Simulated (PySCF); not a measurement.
Vertical excitations of a molecule CH₈FNSi₂ from TDA-PBE0/def2-SVPD in PySCF 2.14.0, as energy in eV (oscillator strength): 6.68 (0.036), 6.77 (0.035), 7.04 (0.038), 7.26 (0.049), 7.58 (0.023), 7.94 (0.018), 8.04 (0.025), 8.11 (0.084), 8.18 (0.143), 8.23 (0.002). Lowest triplet (TDA): 5.80 eV. The structure is a stationary point at B3LYP-D3(BJ)/def2-SVP. The values are those of a single conformer.

Identify the compound among the candidates.
A) C[Si@H](N)[SiH2]F
B) C[SiH2][Si@@H](N)F
C) CN[Si@H](F)[SiH3]
D) N[SiH2]C[SiH2]F

B, C[SiH2][Si@@H](N)F
